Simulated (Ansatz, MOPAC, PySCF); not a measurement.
Pair of molecules: CH2O (SMILES C=O) (first 4 atoms) with H4OSi (SMILES O[SiH3]); geometry from B3LYP-D3(BJ)/def2-TZVP, rigid monomers moved along the line of their centres of mass till O2···H7 is 3.34 Å.
(charge 0, multiplicity 1):
```xyz
10

C      0.2694    -0.4880     0.0356
O     -0.7562    -0.4380     0.6653
H      0.2810    -0.8315    -1.0129
H      1.2353    -0.1931     0.4797
O      0.4123     0.7605     4.5566
Si     0.2062     0.1257     6.0590
H     -0.1508     0.4457     3.8300
H     -1.1485     0.3993     6.6024
H      1.2196     0.7625     6.9266
H      0.4083    -1.3468     6.0713
```

Monomers are frozen at their geometry in the pair; levels with a basis set take the counterpoise correction. Rows marked so take none.

Cores are frozen in the correlated methods. Rows in 6-31G* carry no dispersion term and start afresh at each structure (6-31G* with six Cartesian d functions). MP2/6-31G* freezes PySCF's default core. The state reached by PM3 isn't checked.

Codes used: Ansatz (a program for electronic structure); MOPAC for PM3 (differences of heats of formation); PySCF for 6-31G* rows. Values without a source in brackets are computed.

Question: What is the computed interaction energy (MP2/6-31G* (no counterpoise))?

Answer: -1.9 kcal/mol

Question: Give the interaction energy at the level SCS-MP2/aug-cc-pV(D+d)Z.

Answer: -1.6 kcal/mol

Question: Give the interaction energy at the level PM3.

Answer: -0.6 kcal/mol
